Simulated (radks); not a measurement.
Question: The lanthanum ion La3+, [Xe]. Calculated with a radial shooting solver on a logarithmic mesh with Libxc functionals: non-relativistic Kohn-Sham, LDA (Slater exchange, Perdew-Wang correlation), spin-polarised, spherical densities, point nucleus. Every spin shell is full or empty, so the densities are truly spherical. Functionals are evaluated on that one density, not self-consistently. Rank these orbital-free kinetic functionals by their error against the exact value of the orbitals, and give that value: Thomas-Fermi, von Weizsacker, TF + vW/9, TF + vW/5, LC94, APBEK, revAPBEK, Pearson, LKT, PG1, DePristo-Kress.

Answer: Exact: 8212.33 hartree. From best to worst, with 100 (|E| - |E exact|)/|E exact| (equal figures are ties): LC94 +0.02, APBEK +0.06, DePristo-Kress -0.16, revAPBEK +0.23, TF + vW/9 -0.72, Pearson -0.93, TF + vW/5 +2.82, Thomas-Fermi -5.14, PG1 +14.25, LKT +18.19, von Weizsacker -60.20.
